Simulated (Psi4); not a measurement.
phosphorus nitride (NP), singlet, geometry from GFN2-xTB; Psi4 1.11 with PBE/cc-pV(T+d)Z.

Input for Psi4:
```
memory 2 GB

molecule mol {
0 1
N    -0.000000   -0.000000   -0.994361
P     0.000000    0.000000    0.464035
}

set {
  basis cc-pv(t+d)z
  reference rks
}

energy('pbe')
print_variables()
```

Output, abridged:

```
   => Loading Basis Set <=

    Name: CC-PV(T+D)Z
    Role: ORBITAL
    Keyword: BASIS

         ---------------------------------------------------------
                                   SCF
               by Justin Turney, Rob Parrish, Andy Simmonett
                          and Daniel G. A. Smith
                              RKS Reference
         ---------------------------------------------------------

  ==> Geometry <==

    Molecular point group: c2v
    Full point group: C_inf_v

    Geometry (in Angstrom), charge = 0, multiplicity = 1:

       Center              X                  Y                   Z               Mass
    ------------   -----------------  -----------------  -----------------  -----------------
         N            0.000000000000     0.000000000000    -1.004339447101    14.003074004430
         P            0.000000000000     0.000000000000     0.454056552899    30.973761998420

  Running in c2v symmetry.

  Rotational constants: A = ************  B =      0.82190  C =      0.82190 [cm^-1]
  Rotational constants: A = ************  B =  24639.83698  C =  24639.83698 [MHz]
  Nuclear repulsion =   38.099121994540582

  Charge       = 0
  Multiplicity = 1
  Electrons    = 22
  Nalpha       = 11
  Nbeta        = 11

  ==> Algorithm <==

  SCF Algorithm Type is DF.
  DIIS enabled.
  MOM disabled.
  Fractional occupation disabled.
  Guess Type is SAD.
  Energy threshold   = 1.00e-06
  Density threshold  = 1.00e-06
  Integral threshold = 1.00e-12

  ==> Primary Basis <==

  Basis Set: CC-PV(T+D)Z
    Blend: CC-PV(T+D)Z
    Number of shells: 23
    Number of basis functions: 69
    Number of Cartesian functions: 80
    Spherical Harmonics?: true
    Max angular momentum: 3

  ==> DFT Potential <==

   => LibXC <=

    Version 7.1.2
    S. Lehtola, C. Steigemann, M. J. T. Oliveira, and M. A. L. Marques,  SoftwareX 7, 1–5 (2018) (10.1016/j.softx.2017.11.002)

   => Composite Functional: PBE <=

    PBE GGA Exchange-Correlation Functional

    J.P. Perdew et. al., Phys. Rev. Lett., 77(18), 3865-3868, 1996

    Deriv               =              1
    GGA                 =           TRUE
    Meta                =          FALSE

    Exchange Hybrid     =          FALSE
    MP2 Hybrid          =          FALSE

   => Exchange Functionals <=

    1.0000     XC_GGA_X_PBE

   => Correlation Functionals <=

    1.0000     XC_GGA_C_PBE

   => LibXC Density Thresholds  <==

    XC_GGA_C_PBE:  1.00E-12
    XC_GGA_X_PBE:  1.00E-15

   => Molecular Quadrature <=

    Radial Scheme          =       TREUTLER
    Pruning Scheme         =           NONE
    Nuclear Scheme         =       TREUTLER

    Blocking Scheme        =         OCTREE
    BS radius alpha        =              1
    Pruning alpha          =              1
    Radial Points          =             75
    Spherical Points       =            302
    Total Points           =          42516
    Total Blocks           =            385
    Max Points             =            256
    Max Functions          =             69
    Weights Tolerance      =       1.00E-15

   => Loading Basis Set <=

    Name: (CC-PV(T+D)Z AUX)
    Role: JKFIT
    Keyword: DF_BASIS_SCF

  ==> Integral Setup <==

  SCF_SUBTYPE=INCORE selected. In-core MEM_DF algorithm will be used.
  Using in-core AOs.

  ==> MemDFJK: Density-Fitted J/K Matrices <==

    J tasked:                   Yes
    K tasked:                    No
    wK tasked:                   No
    Algorithm:                 Core
    Schwarz Cutoff:           1E-12
    Mask sparsity (%):       0.0000
    Fitting Condition:        1E-10

   => Auxiliary Basis Set <=

  Basis Set: (CC-PV(T+D)Z AUX)
    Blend: CC-PVTZ-JKFIT
    Number of shells: 62
    Number of basis functions: 200
    Number of Cartesian functions: 241
    Spherical Harmonics?: true
    Max angular momentum: 4

  Minimum eigenvalue in the overlap matrix is 2.4989322796E-03.
  Reciprocal condition number of the overlap matrix is 6.3268991088E-04.
    Using symmetric orthogonalization.

  ==> Pre-Iterations <==

  SCF Guess: Superposition of Atomic Densities via on-the-fly atomic UHF (no occupation information).

   -------------------------
    Irrep   Nso     Nmo
   -------------------------
     A1        30      30
     A2         7       7
     B1        16      16
     B2        16      16
   -------------------------
    Total      69      69
   -------------------------

  ==> Iterations <==

                           Total Energy        Delta E     RMS |[F,P]|

   @DF-RKS iter SAD:  -395.53095337334469   -3.95531e+02   0.00000e+00
   @DF-RKS iter   1:  -395.37267533759933    1.58278e-01   2.75834e-02 DIIS/ADIIS
   @DF-RKS iter   2:  -391.31457867608202    4.05810e+00   5.74457e-02 DIIS/ADIIS
   @DF-RKS iter   3:  -395.75422547966213   -4.43965e+00   1.40352e-02 DIIS/ADIIS
   @DF-RKS iter   4:  -395.88208298537774   -1.27858e-01   1.40978e-03 DIIS/ADIIS
   @DF-RKS iter   5:  -395.88136755214038    7.15433e-04   1.71017e-03 DIIS/ADIIS
   @DF-RKS iter   6:  -395.88335988324695   -1.99233e-03   3.68518e-04 DIIS/ADIIS
   @DF-RKS iter   7:  -395.88343999205659   -8.01088e-05   3.88760e-05 DIIS
   @DF-RKS iter   8:  -395.88344039957320   -4.07517e-07   2.31265e-05 DIIS
   @DF-RKS iter   9:  -395.88344079129718   -3.91724e-07   2.09478e-07 DIIS
  Energy and wave function converged.

  ==> Post-Iterations <==

   Electrons on quadrature grid:
      Ntotal   =   21.9999997103 ; deviation = -2.897e-07

    Orbital Energies [Eh]
    ---------------------

    Doubly Occupied:

[...]
    Virtual:

[...]
      30A1     8.325081

    Final Occupation by Irrep:
             A1    A2    B1    B2
    DOCC [     7,    0,    2,    2 ]
    NA   [     7,    0,    2,    2 ]
    NB   [     7,    0,    2,    2 ]

  @DF-RKS Final Energy:  -395.88344079129718

   => Energetics <=

    Nuclear Repulsion Energy =             38.0991219945405817
    One-Electron Energy =                -621.7184868494283592
    Two-Electron Energy =                 217.5740004943781685
    DFT Exchange-Correlation Energy =     -29.8380764307876198
    Empirical Dispersion Energy =           0.0000000000000000
    VV10 Nonlocal Energy =                  0.0000000000000000
    Total Energy =                       -395.8834407912971756

Computation Completed

Properties will be evaluated at   0.000000,   0.000000,   0.000000 [a0]

Properties computed using the SCF density matrix

 Multipole Moments:

 ------------------------------------------------------------------------------------
     Multipole            Electronic (a.u.)      Nuclear  (a.u.)        Total (a.u.)
 ------------------------------------------------------------------------------------

 L = 1.  Multiply by 2.5417464519 to convert [e a0] to [Debye]
 Dipole X            :          0.0000000            0.0000000            0.0000000
 Dipole Y            :          0.0000000            0.0000000            0.0000000
 Dipole Z            :          1.4450031           -0.4148475            1.0301556
 Magnitude           :                                                    1.0301556

 ------------------------------------------------------------------------------------

  Variable Map:
  ----------------------------------------------------------------------------
[...]
  Array Variable Map:
  ----------------------------------------------------------------------------
[...]
[...]
```
